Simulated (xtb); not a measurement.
Job for xtb: GFN-FF on C2F6 (SMILES FC(F)(F)C(F)(F)F).

```
$ xtb mol.xyz --gfnff --sp --chrg 0 --uhf 0
8

C     -0.00000018     0.00000000     0.77703726
F      1.25418401    -0.00000000     1.22991239
F     -0.62708927     1.08615463     1.22990721
F     -0.62708927    -1.08615463     1.22990721
C      0.00000018    -0.00000000    -0.77703726
F      0.62708927     1.08615463    -1.22990721
F     -1.25418401    -0.00000000    -1.22991239
F      0.62708927    -1.08615463    -1.22990721
```

Question: Predict the final total energy.

Answer: -0.9181 hartree.
